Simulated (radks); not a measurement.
All-electron atom: Cs3+ in [Kr] 4d10 5s2 5p4. Calculated with a radial shooting solver on a logarithmic mesh with Libxc functionals: Dirac Kohn-Sham, PBEsol, spin-unpolarised, spherical densities, point nucleus; open shells are shared between the two j in proportion to 2j + 1.

Unscreened Slater integrals over Kohn-Sham orbitals (hartree). Large and small components are both included.

\begin{tabular}{lr}
integral & value \\ \hline
F0(5p3/2,5p3/2) & 0.46476 \\
F2(5p3/2,5p3/2) & 0.25286 \\
F0(5p3/2,5p1/2) & 0.47301 \\
G2(5p3/2,5p1/2) & 0.25599 \\
F0(5p3/2,5s1/2) & 0.49629 \\
G1(5p3/2,5s1/2) & 0.33066 \\
F0(5p3/2,4d5/2) & 0.57742 \\
F2(5p3/2,4d5/2) & 0.16721 \\
G1(5p3/2,4d5/2) & 0.049830 \\
G3(5p3/2,4d5/2) & 0.047840 \\
F0(5p1/2,5p1/2) & 0.48191 \\
F0(5p1/2,5s1/2) & 0.50708 \\
G1(5p1/2,5s1/2) & 0.34712 \\
F0(5p1/2,4d5/2) & 0.59617 \\
G3(5p1/2,4d5/2) & 0.053514 \\
F0(5s1/2,5s1/2) & 0.53798 \\
F0(5s1/2,4d5/2) & 0.65418 \\
G2(5s1/2,4d5/2) & 0.078992 \\
F0(4d5/2,4d5/2) & 1.0752 \\
F2(4d5/2,4d5/2) & 0.54615 \\
F4(4d5/2,4d5/2) & 0.36392 \\
\end{tabular}
